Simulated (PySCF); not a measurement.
SMILES C=Cc1ccccc1F (C₈H₇F) (GFN2-xTB optimised geometry):

```
16

C     -2.565    -1.040     0.000
C     -1.718    -0.018     0.000
C     -0.262    -0.101     0.000
C      0.449    -1.303     0.000
C      1.830    -1.322     0.000
C      2.550    -0.138     0.000
C      1.878     1.072     0.000
C      0.498     1.072     0.000
F     -0.134     2.268     0.000
H     -2.244    -2.068     0.000
H     -3.629    -0.880     0.000
H     -2.111     0.990     0.000
H     -0.093    -2.235     0.000
H      2.351    -2.268     0.000
H      3.629    -0.154     0.000
H      2.407     2.012     0.000
```

Computed with CAM-B3LYP/def2-TZVP in PySCF.

**Question.** What are the frontier orbital energies and the dipole moment?

**Answer.** HOMO-2 -10.32 eV, HOMO-1 -8.62 eV, HOMO -7.89 eV, LUMO -0.25 eV, LUMO+1 0.89 eV; dipole moment 1.49 D.

Meta-Löwdin charges at CAM-B3LYP/def2-TZVP: C1 -0.25, C2 -0.11, C3 -0.02, C4 -0.10, C5 -0.13, C6 -0.11, C7 -0.15, C8 0.29, F9 -0.28, H10 0.11, H11 0.13, H12 0.13, H13 0.12, H14 0.12, H15 0.12, H16 0.13.
